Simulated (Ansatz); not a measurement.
Ansatz (a program for electronic structure) input:

Ansatz 0.2 input:
```yaml
crystal:
  periodic: [false, false, false]
  atoms:
    - {symbol: Sn, position_ang: [0.97292694, -0.33806590, -0.03775377]}
    - {symbol: O, position_ang: [1.37490175, 0.14835245, -1.79562853]}
    - {symbol: Br, position_ang: [-1.70415889, 0.44904215, 0.46436333]}
basis:
  gaussian:
    orbitals: def2-TZVPD
hamiltonian:
  xc: {name: BHLYP}
total_charge: -1
output: {forces: true}
```

### Question
What final total energy does it print?

### Answer
-2863.71565 Eh (BHLYP/def2-TZVPD). The basis has 153 functions.
